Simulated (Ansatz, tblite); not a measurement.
Removing and adding an electron: the cluster Si₂Te (the lowest singlet isomer of a short search). The state is a singlet with charge 0. Geometry: r2SCAN-D4/def2-TZVP. Ansatz, gas phase; energy differences of separate SCF runs; the oxidised species was run as a doublet alone; the reduced species was run as a doublet alone.

```xyz
3

Si    0.279   -1.108    0.816
Si   -1.198   -0.009   -0.731
Te    0.919    1.117   -0.084
```

In the def2 sets Te takes a core potential; there is no spin–orbit coupling. The xTB rows come from tblite. Correlated methods freeze 14 core orbitals; core or outer-core shells of Te are correlated, in sets that lack core-valence functions. The structure comes from a short search, and lower isomers may exist.

| level | −HOMO (eV) | vertical IE (eV) | −LUMO (eV) | vertical EA (eV) | HOMO–LUMO gap (eV) | IE − EA (eV) | remarks |
| --- | --- | --- | --- | --- | --- | --- | --- |
| GFN2-xTB | 6.80 | 10.38 | 5.35 | 2.16 | 1.45 | 8.23 | – |
| r2SCAN-D4/def2-TZVPD | 5.25 | – | 4.07 | 1.82 | 1.18 | – | HOMO above zero (-1 doublet) |
| PBE0-D4/def2-TZVP | 5.97 | 7.78 | 3.35 | – | 2.62 | – | – |
| MP2/def2-TZVPD | – | – | – | 1.55 | – | – | restricted SCF unstable (singlet) |
| CCSD/def2-TZVPD | – | – | – | 1.49 | – | – | restricted SCF unstable (singlet) |
| CCSD(T)/def2-TZVPD | – | – | – | 1.54 | – | – | restricted SCF unstable (singlet) |
| CCSD(T)/def2-TZVPP | – | 7.83 | – | – | – | – | restricted SCF unstable (singlet), spin-contaminated (⟨S²⟩ 0.91) (+1 doublet) |

Estimate the rows for GFN1-xTB, PBE-D4/def2-TZVP, PBE-D4/def2-TZVPD, r2SCAN-D4/def2-TZVP, PBE0-D4/def2-TZVPD, CCSD/def2-TZVPP.


```
              level  −HOMO (eV)  vertical IE (eV)  −LUMO (eV)  vertical EA (eV)  HOMO–LUMO gap (eV)  IE − EA (eV)                                                                        remarks
           GFN1-xTB        8.57             10.93        7.75              5.89                0.82          5.04                                                                              –
   PBE-D4/def2-TZVP        5.04              7.71        4.05                 –                0.99             –                                                                              –
  PBE-D4/def2-TZVPD        5.07                 –        4.08              1.69                1.00             –                                                   HOMO above zero (-1 doublet)
r2SCAN-D4/def2-TZVP        5.24              7.74        4.06                 –                1.17             –                                                                              –
 PBE0-D4/def2-TZVPD        6.00                 –        3.37              1.72                2.62             –                                                                              –
    CCSD/def2-TZVPP           –              7.78           –                 –                   –             –  restricted SCF unstable (singlet), spin-contaminated (⟨S²⟩ 0.91) (+1 doublet)
```

Relaxing the oxidised species (r2SCAN-D4/def2-TZVP) changes its energy by -0.01 eV at PBE-D4/def2-TZVP, so the adiabatic ionisation energy to this nearest minimum is 7.70 eV. At PBE0-D4/def2-TZVP it is 7.77 eV.  Run but left out: HF/def2-TZVPP, HF/def2-TZVPD (singlet: restricted singlet, unstable towards broken spin symmetry); MP2/def2-TZVPP (charge +1 doublet: ⟨S²⟩ 0.91, where a pure state has 0.75).   A HOMO above zero means that the electron is unbound at that level or that self-interaction error raises the level; the energy of removing that electron tells which. Raw xTB energy differences between charge states are shifted by several eV; the methods need an empirical correction for them.
